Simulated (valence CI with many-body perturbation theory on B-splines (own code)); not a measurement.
E1 transitions of Re⁴²⁺

Calculated by valence CI with perturbative core correlation (CI+MBPT): five valence electrons over a frozen Dirac-Fock core [Ar] 3d10, a basis of 11 s, 11 p, 10 d, 8 f, 5 g, 2 h functions for each j, with the one-electron correlation potential Σ1, the two-electron term Σ2, the three-electron term Σ3, Breit, model QED; selected CI, second order for the rest, scaled by the run's own slope (own B-spline code, finite nucleus).

No measured spectrum was set against this ion. As an estimate, large intervals hold to a few tenths of a per cent, small ones and those within an open d or f shell to about a per cent. Among the levels kept, up to 2100 cm⁻¹ of a level comes from second order outside the variational space, and about a tenth of that is noise between levels of different J, which matters for small intervals.

Lines 101 to 150 of 545 in falling wavelength, among levels below 569.45 eV, chosen from the strongest by gf and those to the six lowest levels. Wavelengths and rates use the calculated energies. Electric multipoles are in the length gauge, E1 and E2 with the static RPA response of the core. Weak lines are less certain than strong ones. Lines between different terms over intervals too small for the method are left out, as are lines whose strength nearly cancels. Where a level lies close to another of its J and parity, the split of strength between their lines is uncertain. The highest levels of a list are the least certain.

Levels are named by their leading jj configuration (3d3/2^4 stands for four electrons in 3d with j = 3/2), which in mixed levels can hold well under half, so a name can repeat and another be missing. Letters in brackets count levels of one name in rising energy.

| λ vac (nm) | Upper | Lower | A (s⁻¹) | log gf | Branch % |
| --- | --- | --- | --- | --- | --- |
| 6.738 | (4s^2 4p1/2 4p3/2 4d5/2) J=5/2 [a] | (4s^2 4p1/2 4p3/2^2) J=3/2 | 1.22e+10 | -1.30 | 11.1 |
| 6.728 | (4s 4p1/2 4p3/2^2 4d5/2) J=9/2 [b] | (4s^2 4p1/2 4p3/2 4d5/2) J=7/2 [b] | 2.52e+10 | -0.77 | 25.8 |
| 6.693 | (4s 4p1/2^2 4d3/2 4d5/2) J=7/2 [a] | (4s 4p1/2^2 4p3/2 4d3/2) J=5/2 [a] | 1.12e+11 | -0.22 | 57.9 |
| 6.688 | (4s^2 4p3/2 4d3/2 4d5/2) J=3/2 [b] | (4s^2 4p3/2^2 4d3/2) J=3/2 [b] | 6.90e+10 | -0.73 | 3.7 |
| 6.685 | (4s 4p1/2^2 4p3/2 4f7/2) J=5/2 | (4s 4p1/2^2 4p3/2 4d5/2) J=5/2 [a] | 1.01e+11 | -0.39 | 27.8 |
| 6.675 | (4s^2 4p1/2 4p3/2 4f7/2) J=11/2 | (4s^2 4p1/2 4p3/2 4d5/2) J=9/2 | 4.56e+10 | -0.44 | 93.8 |
| 6.653 | (4s 4p1/2^2 4d3/2 4d5/2) J=5/2 [a] | (4s 4p1/2^2 4p3/2 4d3/2) J=3/2 [a] | 1.17e+11 | -0.33 | 56.9 |
| 6.651 | (4s 4p1/2 4p3/2^2 4d5/2) J=5/2 [b] | (4s 4p1/2 4p3/2^3) J=3/2 [a] | 4.20e+10 | -0.78 | 4.3 |
| 6.645 | (4s^2 4p1/2^2 4f7/2) J=7/2 | (4s^2 4p1/2^2 4d5/2) J=5/2 | 1.39e+11 | -0.13 | 95.9 |
| 6.644 | (4s 4p1/2^2 4p3/2 4d5/2) J=1/2 | (4s 4p1/2^2 4p3/2^2) J=1/2 | 2.91e+11 | -0.41 | 81.0 |
| 6.619 | (4s^2 4p1/2 4p3/2 4d5/2) J=3/2 [b] | (4s^2 4p1/2 4p3/2^2) J=1/2 | 1.74e+11 | -0.34 | 52.6 |
| 6.616 | (4s 4p1/2^2 4d3/2 4d5/2) J=9/2 | (4s 4p1/2^2 4p3/2 4d3/2) J=7/2 | 7.56e+10 | -0.30 | 53.0 |
| 6.615 | (4s^2 4p3/2^2 4f5/2) J=7/2 | (4s^2 4p3/2^2 4d3/2) J=5/2 | 6.67e+10 | -0.46 | 7.9 |
| 6.614 | (4s^2 4p1/2 4p3/2 4f7/2) J=5/2 [c] | (4s^2 4p1/2 4p3/2 4d5/2) J=3/2 [b] | 1.30e+11 | -0.29 | 30.3 |
| 6.613 | (4s 4p1/2^2 4p3/2 4f7/2) J=9/2 | (4s 4p1/2^2 4p3/2 4d5/2) J=9/2 | 1.11e+11 | -0.14 | 61.0 |
| 6.611 | (4s 4p1/2^2 4d3/2 4d5/2) J=5/2 [a] | (4s 4p1/2^2 4p3/2 4d3/2) J=5/2 [a] | 3.68e+10 | -0.84 | 17.8 |
| 6.606 | (4s 4p1/2^2 4d3/2 4d5/2) J=7/2 [b] | (4s^2 4p1/2^2 4f5/2) J=5/2 | 4.29e+10 | -0.65 | 30.0 |
| 6.600 | (4s^2 4p1/2 4p3/2 4f7/2) J=5/2 [a] | (4s^2 4p1/2 4p3/2 4d5/2) J=3/2 [a] | 7.10e+10 | -0.56 | 17.2 |
| 6.595 | (4s^2 4p1/2 4p3/2 4f7/2) J=7/2 | (4s^2 4p1/2 4p3/2 4d5/2) J=5/2 [a] | 1.07e+11 | -0.25 | 57.9 |
| 6.579 | (4s^2 4p1/2 4p3/2 4d5/2) J=1/2 | (4s^2 4p1/2 4p3/2^2) J=1/2 | 2.31e+11 | -0.52 | 53.5 |
| 6.577 | (4s 4p1/2 4p3/2^2 4d5/2) J=1/2 [b] | (4s 4p1/2 4p3/2^3) J=3/2 [b] | 1.33e+11 | -0.76 | 10.2 |
| 6.569 | (4s 4p1/2 4p3/2^2 4d5/2) J=1/2 [b] | (4s 4p1/2 4p3/2^3) J=1/2 | 2.11e+11 | -0.56 | 16.2 |
| 6.569 | (4s 4p1/2^2 4d3/2 4d5/2) J=3/2 [a] | (4s 4p1/2^2 4p3/2 4d3/2) J=1/2 [a] | 1.60e+11 | -0.38 | 56.8 |
| 6.566 | (4s 4p1/2^2 4d3/2 4d5/2) J=3/2 [a] | (4s 4p1/2^2 4p3/2 4d3/2) J=3/2 [a] | 6.70e+10 | -0.76 | 23.7 |
| 6.562 | (4s^2 4p1/2 4d5/2^2) J=5/2 | (4s^2 4p1/2 4p3/2 4d5/2) J=5/2 [a] | 1.80e+11 | -0.16 | 23.7 |
| 6.556 | (4s^2 4p1/2 4p3/2 4f7/2) J=5/2 [c] | (4s^2 4p1/2 4p3/2 4d5/2) J=7/2 [b] | 4.81e+10 | -0.73 | 11.2 |
| 6.556 | (4s 4p1/2^2 4p3/2 4d5/2) J=7/2 [a] | (4s 4p1/2^2 4p3/2^2) J=5/2 | 1.33e+11 | -0.16 | 50.9 |
| 6.554 | (4s 4p1/2 4p3/2^2 4d5/2) J=3/2 [d] | (4s 4p1/2 4p3/2^3) J=3/2 [b] | 2.70e+11 | -0.16 | 18.3 |
| 6.549 | (4s 4p1/2^2 4p3/2 4d5/2) J=3/2 [b] | (4s 4p1/2^2 4p3/2^2) J=1/2 | 2.20e+11 | -0.25 | 34.7 |
| 6.545 | (4s 4p1/2^2 4p3/2 4f5/2) J=9/2 | (4s 4p1/2^2 4p3/2 4d5/2) J=9/2 | 2.86e+10 | -0.74 | 5.3 |
| 6.542 | (4s 4p1/2 4p3/2^2 4d3/2) J=3/2 [c] | (4s^2 4p1/2 4p3/2 4d5/2) J=3/2 [a] | 7.33e+10 | -0.73 | 9.8 |
| 6.539 | (4s 4p1/2 4p3/2^2 4d5/2) J=5/2 [a] | (4s^2 4p1/2 4p3/2 4d5/2) J=3/2 [b] | 6.04e+10 | -0.63 | 12.6 |
| 6.531 | (4s 4p1/2^2 4p3/2 4d5/2) J=5/2 [b] | (4s 4p1/2^2 4p3/2^2) J=3/2 | 4.53e+11 | 0.24 | 56.8 |
| 6.526 | (4s^2 4p1/2 4p3/2 4f7/2) J=5/2 [b] | (4s^2 4p1/2 4p3/2 4d5/2) J=5/2 [a] | 7.86e+10 | -0.52 | 13.1 |
| 6.519 | (4s 4p1/2 4p3/2^2 4d3/2) J=7/2 [d] | (4s^2 4p1/2 4p3/2 4d5/2) J=5/2 [b] | 1.67e+11 | -0.07 | 10.3 |
| 6.516 | (4s 4p1/2 4p3/2^2 4d5/2) J=5/2 [d] | (4s 4p1/2 4p3/2^3) J=5/2 | 2.19e+11 | -0.08 | 23.2 |
| 6.514 | (4s 4p1/2^2 4d3/2 4d5/2) J=5/2 [b] | (4s^2 4p1/2^2 4f5/2) J=5/2 | 4.09e+10 | -0.81 | 15.5 |
| 6.509 | (4s 4p1/2 4p3/2^2 4d3/2) J=3/2 [g] | (4s^2 4p1/2 4p3/2 4d5/2) J=1/2 | 1.28e+11 | -0.49 | 10.0 |
| 6.508 | (4s 4p1/2^2 4p3/2 4f5/2) J=7/2 [b] | (4s 4p1/2^2 4p3/2 4d3/2) J=5/2 [b] | 4.49e+10 | -0.64 | 10.5 |
| 6.503 | (4s 4p1/2^2 4d3/2 4d5/2) J=7/2 [b] | (4s 4p1/2^2 4p3/2 4d3/2) J=7/2 | 3.04e+10 | -0.81 | 21.2 |
| 6.490 | (4s 4p1/2^2 4p3/2 4f7/2) J=11/2 | (4s 4p1/2^2 4p3/2 4d5/2) J=9/2 | 2.02e+11 | 0.18 | 89.1 |
| 6.477 | (4s^2 4p1/2 4d5/2^2) J=3/2 | (4s^2 4p1/2 4p3/2 4d5/2) J=3/2 [a] | 2.56e+11 | -0.19 | 55.5 |
| 6.450 | (4s^2 4p1/2 4p3/2 4f5/2) J=7/2 [b] | (4s^2 4p1/2 4p3/2 4d5/2) J=5/2 [b] | 1.72e+11 | -0.07 | 15.7 |
| 6.450 | (4s 4p1/2^2 4p3/2 4f5/2) J=9/2 | (4s^2 4p1/2^2 4f7/2) J=7/2 | 7.67e+10 | -0.32 | 14.2 |
| 6.444 | (4s^2 4p1/2 4d5/2^2) J=5/2 | (4s^2 4p1/2 4p3/2 4d5/2) J=3/2 [a] | 3.58e+10 | -0.87 | 4.7 |
| 6.435 | (4s^2 4p1/2 4p3/2 4d5/2) J=7/2 [b] | (4s^2 4p1/2 4p3/2^2) J=5/2 | 4.96e+11 | 0.39 | 100.0 |
| 6.428 | (4s^2 4p1/2 4p3/2 4d5/2) J=5/2 [b] | (4s^2 4p1/2 4p3/2^2) J=5/2 | 4.70e+10 | -0.76 | 5.5 |
| 6.422 | (4s 4p1/2 4p3/2^2 4d3/2) J=3/2 [g] | (4s^2 4p1/2 4p3/2 4d5/2) J=5/2 [b] | 6.18e+10 | -0.82 | 4.8 |
| 6.420 | (4s^2 4p1/2 4d5/2^2) J=9/2 [b] | (4s^2 4p1/2 4p3/2 4d5/2) J=7/2 [b] | 4.80e+11 | 0.47 | 58.9 |
| 6.414 | (4s 4p1/2 4p3/2^2 4d3/2) J=5/2 [a] | (4s^2 4p1/2 4p3/2 4d3/2) J=3/2 [a] | 5.68e+10 | -0.68 | 34.4 |
